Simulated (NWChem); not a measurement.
System: HTeF; SMILES F[TeH]

Excerpt of the output:

```
             Northwest Computational Chemistry Package (NWChem) 7.3.0
             --------------------------------------------------------

 CS  symmetry detected

                             Geometry "geometry" -> ""
                             -------------------------

 Output coordinates in angstroms (scale by  1.889725989 to convert to a.u.)

  No.       Tag          Charge          X              Y              Z
 ---- ---------------- ---------- -------------- -------------- --------------
    1 Te                  52.0000    -0.02968974    -0.27999998     0.00000000
    2 H                    1.0000     1.63623515    -0.40780600     0.00000000
    3 F                    9.0000    -0.01026316     1.66308942     0.00000000

 Effective nuclear repulsion energy (a.u.)     145.7172901257

      Symmetry information
      --------------------

 Group name             Cs
 Group number              2
 Group order               2
 No. of unique centers     3

 Summary of "ao basis" -> "ao basis" (spherical)
 ------------------------------------------------------------------------------
       Tag                 Description            Shells   Functions and Types
 ---------------- ------------------------------  ------  ---------------------
 Te                         def2-svp                10       26   4s4p2d
 H                          def2-svp                 3        5   2s1p
 F                          def2-svp                 6       14   3s2p1d

      Symmetry analysis of basis
      --------------------------

        a'         32
        a"         13

            General Information
            -------------------
          SCF calculation type: DFT
          Wavefunction type:  closed shell.
          No. of atoms     :     3
          No. of electrons :    34
           Alpha electrons :    17
            Beta electrons :    17
          Charge           :     0
          Spin multiplicity:     1
          Use of symmetry is: on ; symmetry adaption is: on
          Maximum number of iterations: 150
          AO basis - number of functions:    45
                     number of shells:    19
          Convergence on energy requested:  1.00D-06
          Convergence on density requested:  1.00D-05
          Convergence on gradient requested:  5.00D-04

              XC Information
              --------------
          PerdewBurkeErnzerhof Exchange Functional  1.000
            Perdew 1991 LDA Correlation Functional  1.000 local
           PerdewBurkeErnz. Correlation Functional  1.000 non-local

             Grid Information
             ----------------
          Grid used for XC integration:  medium
          Radial quadrature: Mura-Knowles
          Angular quadrature: Lebedev.
          Tag              B.-S. Rad. Rad. Pts. Rad. Cut. Ang. Pts.
          ---              ---------- --------- --------- ---------
          Te                  1.40      123           7.0       590
          H                   0.35       45           7.0       434
          F                   0.50       49           8.0       434
          Grid pruning is: on
          Number of quadrature shells:   217
          Spatial weights used:  Erf1

      Superposition of Atomic Density Guess
      -------------------------------------

 Sum of atomic energies:        -411.01550878

      Non-variational initial energy
      ------------------------------

 Total energy =    -366.719220
 1-e energy   =    -742.379450
 2-e energy   =     307.436786
 HOMO         =      -0.231589
 LUMO         =      -0.092076

      Symmetry analysis of molecular orbitals - initial
      -------------------------------------------------

  Numbering of irreducible representations:

     1 a'          2 a"

  Orbital symmetries:

     1 a'          2 a'          3 a'          4 a'          5 a"
     6 a'          7 a'          8 a'          9 a"         10 a"
    11 a'         12 a'         13 a'         14 a"         15 a'
    16 a'         17 a"         18 a'         19 a'         20 a'
    21 a'         22 a"         23 a'         24 a"         25 a'
    26 a"         27 a'

   convergence    iter        energy       DeltaE   RMS-Dens  Diis-err
 ---------------- ----- ----------------- --------- --------- ---------
 d= 0,ls=0.0,diis     1   -368.1825776197 -4.36D+02  4.59D-02  4.61D-01
 d= 0,ls=0.0,diis     2   -367.6901676024  4.92D-01  3.07D-02  5.25D+00
 d= 0,ls=0.0,diis     3   -368.2457716368 -5.56D-01  4.30D-03  1.31D-02
 d= 0,ls=0.0,diis     4   -368.2472253585 -1.45D-03  1.38D-03  3.62D-03
 d= 0,ls=0.0,diis     5   -368.2477181996 -4.93D-04  3.85D-04  9.64D-05
  Resetting Diis
 d= 0,ls=0.0,diis     6   -368.2477363701 -1.82D-05  1.19D-04  1.91D-05
 d= 0,ls=0.0,diis     7   -368.2477400388 -3.67D-06  3.25D-05  2.78D-07
 d= 0,ls=0.0,diis     8   -368.2477398948  1.44D-07  1.82D-05  1.54D-06
 d= 0,ls=0.0,diis     9   -368.2477400895 -1.95D-07  4.51D-06  4.44D-08

         Total DFT energy =     -368.247740089537
      One electron energy =     -743.033779496341
           Coulomb energy =      338.057092810164
    Exchange-Corr. energy =      -31.494497660517
 Nuclear repulsion energy =       68.223444257158

 Numeric. integr. density =       33.999992678675

                  Occupations of the irreducible representations
                  ----------------------------------------------

                     irrep           alpha         beta
                     --------     --------     --------
                     a'               12.0         12.0
                     a"                5.0          5.0

                       DFT Final Molecular Orbital Analysis
                       ------------------------------------

 Vector   15  Occ=2.000000D+00  E=-3.311828D-01  Symmetry=a"
              MO Center= -1.0D-02,  1.4D+00, -2.5D-15, r^2= 9.5D-01
   Bfn.  Coefficient  Atom+Function         Bfn.  Coefficient  Atom+Function
  ----- ------------  ---------------      ----- ------------  ---------------
    37      0.611940  3 F  pz                40     -0.426508  3 F  pz
    13     -0.193928  1 Te pz                16     -0.171107  1 Te pz
    10      0.078835  1 Te pz                23     -0.065523  1 Te d -1
     7      0.061876  1 Te pz                18      0.048779  1 Te d -1

 Vector   16  Occ=2.000000D+00  E=-2.951540D-01  Symmetry=a'
              MO Center=  2.3D-01,  6.8D-01,  2.5D-15, r^2= 2.5D+00
   Bfn.  Coefficient  Atom+Function         Bfn.  Coefficient  Atom+Function
  ----- ------------  ---------------      ----- ------------  ---------------
    35      0.503721  3 F  px                38     -0.361105  3 F  px
    27      0.289049  2 H  s                 11      0.283808  1 Te px
     4     -0.218640  1 Te s                 28      0.214493  2 H  s
     3     -0.211663  1 Te s                  8     -0.108554  1 Te px
    12      0.093197  1 Te py                 2      0.092347  1 Te s

 Vector   17  Occ=2.000000D+00  E=-1.945621D-01  Symmetry=a"
              MO Center= -2.1D-03, -1.2D-01, -2.2D-14, r^2= 2.5D+00
   Bfn.  Coefficient  Atom+Function         Bfn.  Coefficient  Atom+Function
  ----- ------------  ---------------      ----- ------------  ---------------
    13      0.587806  1 Te pz                16      0.518682  1 Te pz
    37      0.266228  3 F  pz                10     -0.226505  1 Te pz
    40     -0.205579  3 F  pz                 7     -0.176209  1 Te pz
    23     -0.040759  1 Te d -1              18      0.025102  1 Te d -1

 Vector   18  Occ=0.000000D+00  E=-1.188939D-01  Symmetry=a'
              MO Center= -3.7D-02, -1.2D-01, -2.0D-15, r^2= 2.8D+00
   Bfn.  Coefficient  Atom+Function         Bfn.  Coefficient  Atom+Function
  ----- ------------  ---------------      ----- ------------  ---------------
    15      0.643896  1 Te py                12      0.499182  1 Te py
    36     -0.335271  3 F  py                39      0.273601  3 F  py
    34     -0.262372  3 F  s                  3      0.221229  1 Te s
     9     -0.194532  1 Te py                14     -0.168585  1 Te px
     6     -0.150016  1 Te py                28      0.148033  2 H  s

 Vector   19  Occ=0.000000D+00  E=-3.638083D-02  Symmetry=a'
              MO Center=  5.6D-01, -3.0D-01, -6.4D-16, r^2= 3.5D+00
   Bfn.  Coefficient  Atom+Function         Bfn.  Coefficient  Atom+Function
  ----- ------------  ---------------      ----- ------------  ---------------
    28      1.131095  2 H  s                 14     -0.895168  1 Te px
     4     -0.454423  1 Te s                  3     -0.428572  1 Te s
    11     -0.426003  1 Te px                27      0.325251  2 H  s
     8      0.156202  1 Te px                 2      0.147484  1 Te s
     1      0.128941  1 Te s                  5      0.120182  1 Te px

 Vector   20  Occ=0.000000D+00  E= 1.913156D-01  Symmetry=a'
              MO Center=  2.5D-01, -3.0D-01,  1.6D-13, r^2= 3.5D+00
   Bfn.  Coefficient  Atom+Function         Bfn.  Coefficient  Atom+Function
  ----- ------------  ---------------      ----- ------------  ---------------
     4     -2.073296  1 Te s                  3      2.034978  1 Te s
     2     -0.333485  1 Te s                 24     -0.303692  1 Te d  0
    14     -0.297099  1 Te px                27      0.281222  2 H  s
    34      0.258840  3 F  s                  1     -0.249167  1 Te s
    26      0.182681  1 Te d  2              19      0.140420  1 Te d  0

     Multipole analysis of the density
     ---------------------------------

     L   x y z        total         alpha         beta         nuclear
     -   - - -        -----         -----         ----         -------
     0   0 0 0     -0.000000    -17.000000    -17.000000     34.000000

     1   1 0 0      0.076438     -0.747258     -0.747258      1.570953
     1   0 1 0     -0.874334     -7.844892     -7.844892     14.815450
     1   0 0 1     -0.000000     -0.000000     -0.000000      0.000000

[...]
```

Level: PBE/def2-SVP with def2 effective core potentials on Te, vertical spin-unrestricted ions. All runs use the structure optimised with PBE0/def2-SVP. No frequency run checked for a minimum. def2 effective core potentials on Te; no spin-orbit coupling.

**Question.** Write an input that gives this output.

**Answer.** This is not unique; one that fits is the input that was run:
```
start job
memory heap 200 mb stack 900 mb global 1100 mb
geometry units angstroms noautoz
  Te    -0.020082    -0.235327     0.000000
  H      1.649298    -0.304685     0.000000
  F     -0.068748     1.707250     0.000000
end
basis spherical
  * library def2-svp
end
ecp
  Te library def2-ecp
end
dft
  xc xpbe96 cpbe96
  iterations 150
  vectors input atomic output neutral.movecs
end
task dft energy
charge 1
dft
  odft
  mult 2
  vectors input atomic output cation.movecs
end
task dft energy
```
